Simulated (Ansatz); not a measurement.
Sn21H31Br, a nanocrystal cut from the lattice of tin (1 of the caps Br), relaxed as a singlet with RKS r2SCAN-D4/def2-SVP in Ansatz, starting from a model built from a lattice or polyhedron. Force threshold 0.03 eV/Å.

In the def2 sets Sn takes a core potential; there is no spin–orbit coupling. Single mean-field runs in def2-SVP are fitted with def2-universal-jkfit.

Start:

```xyz
53

Sn   -0.5175   -1.1185    5.6072
Sn   -4.4770    3.0556    0.1377
Sn   -0.4954    4.2608   -1.8209
Sn   -0.5105    1.5785    1.8845
Sn   -1.9929   -2.7415    1.5990
Sn   -1.9718   -0.0591   -2.1394
Sn    1.9783   -1.5422   -0.3504
Sn    1.9629   -4.2579    3.3628
Sn    1.9746    1.1706   -4.0481
Sn    0.5068   -3.1930   -4.3785
Sn   -3.1027    2.4517    2.4665
Sn    0.8573    0.9347    4.2409
Sn   -0.6526   -3.3589    3.9666
Sn    0.8669    3.6586    0.5480
Sn   -3.1034    5.1376   -1.2237
Sn   -0.6018    1.9977   -3.4721
Sn    3.3445   -2.1940    2.0119
Sn    3.3603    0.5027   -1.6849
Sn   -0.6361   -0.6853    0.2261
Sn    1.8630   -3.8031   -2.0075
Sn    1.8951   -1.1315   -5.7198
Br   -2.9887    4.5469    4.0067
H     0.3103   -1.4908    7.0850
H    -2.0897   -0.5821    5.9892
H    -6.0529    3.5770    0.4921
H    -4.5448    1.6656   -0.8754
H     0.3696    5.5417   -2.6556
H    -3.6028   -2.2242    1.9546
H    -2.0591   -4.1108    0.5779
H    -3.5582    0.4567   -1.7681
H    -2.0548   -1.4618   -3.1400
H     2.8072   -4.6252    4.8046
H     1.9304   -5.6261    2.3707
H     2.8548    2.4080   -4.8916
H    -1.0982   -2.6639   -4.0236
H     0.4262   -4.5987   -5.3924
H    -3.9338    1.1830    3.2970
H     0.9114    2.3395    5.2699
H     2.4555    0.4319    3.9018
H    -1.4883   -4.6292    4.7734
H     0.9681    5.0656    1.5426
H     2.4916    3.0869    0.1840
H    -3.0198    6.5159   -0.1920
H    -3.9401    5.5132   -2.6747
H    -1.4372    2.3801   -4.9219
H     3.4174   -0.7751    3.0404
H     4.9435   -2.6794    1.6487
H     3.4356    1.9008   -0.7144
H     4.9541   -0.0074   -2.0797
H     1.0464   -5.0763   -1.1838
H     3.4772   -4.3304   -2.3847
H     1.0233   -0.7515   -7.1774
H     3.4980   -1.6437   -6.0690
```

| step | energy (eV) | largest force component (eV/Å) | SCF passes |
| --- | --- | --- | --- |
| 1 | -193060.1737 | 0.644 | 18 |
| 2 | -193060.1853 | 1.125 | 25 |
| 3 | -193060.5879 | 0.215 | 20 |
| 4 | -193060.6536 | 0.085 | 20 |
| 5 | -193060.6988 | 0.078 | 19 |
| 6 | -193060.7195 | 0.055 | 19 |
| 7 | -193060.7422 | 0.050 | 20 |
| 8 | -193060.7503 | 0.151 | 19 |
| 9 | -193060.7555 | 0.048 | 20 |
| 10 | -193060.7582 | 0.013 | 19 |
| 11 | -193060.7597 | 0.030 | 19 |
| 12 | -193060.7601 | 0.026 | 20 |

Force components are those of the run's own axes.

End:

```xyz
53

Sn   -0.591   -1.128    5.667
Sn   -4.684    3.393    0.255
Sn   -0.569    4.307   -1.763
Sn   -0.453    1.509    1.870
Sn   -1.895   -2.775    1.635
Sn   -1.924   -0.044   -2.074
Sn    2.095   -1.638   -0.413
Sn    2.025   -4.248    3.409
Sn    1.972    1.133   -4.087
Sn    0.832   -3.396   -4.591
Sn   -3.095    2.364    2.322
Sn    0.620    1.064    4.427
Sn   -0.566   -3.390    4.021
Sn    0.734    3.744    0.653
Sn   -3.178    5.199   -1.255
Sn   -0.595    2.031   -3.402
Sn    3.465   -2.364    1.927
Sn    3.459    0.354   -1.843
Sn   -0.503   -0.780    0.232
Sn    1.887   -3.908   -2.051
Sn    1.849   -1.087   -5.796
Br   -2.634    4.520    3.615
H     0.185   -1.476    7.164
H    -2.226   -0.729    6.020
H    -6.006    4.198    1.003
H    -5.322    2.138   -0.728
H     0.276    5.562   -2.598
H    -3.483   -2.187    1.965
H    -2.071   -4.170    0.641
H    -3.497    0.470   -1.589
H    -2.140   -1.404   -3.109
H     2.877   -4.645    4.852
H     1.917   -5.687    2.470
H     2.807    2.404   -4.907
H    -0.877   -3.270   -4.471
H     1.169   -4.741   -5.611
H    -3.970    1.397    3.454
H     0.418    2.487    5.369
H     2.310    0.776    4.275
H    -1.395   -4.677    4.821
H     0.625    5.090    1.712
H     2.402    3.429    0.367
H    -3.104    6.689   -0.401
H    -3.983    5.493   -2.749
H    -1.440    2.404   -4.863
H     3.765   -0.963    2.879
H     4.997   -3.018    1.489
H     3.822    1.685   -0.816
H     4.961   -0.300   -2.379
H     0.918   -5.089   -1.252
H     3.460   -4.588   -2.233
H     0.907   -0.710   -7.188
H     3.446   -1.429   -6.345
```

By distances, no bond broke or formed. The bond that changes most is Sn2–Sn15, from 2.84 to 2.79 Å (atoms count from 1).

The force fell under the threshold at step 10, but the optimiser went on. No frequencies were taken in this run, so the end may be a saddle point.

Hardware: 10 threads of AMD EPYC 7R13 on a shared host and a whole NVIDIA H100 80GB HBM3. Wall time 57 s, peak host memory 1.6 GiB.
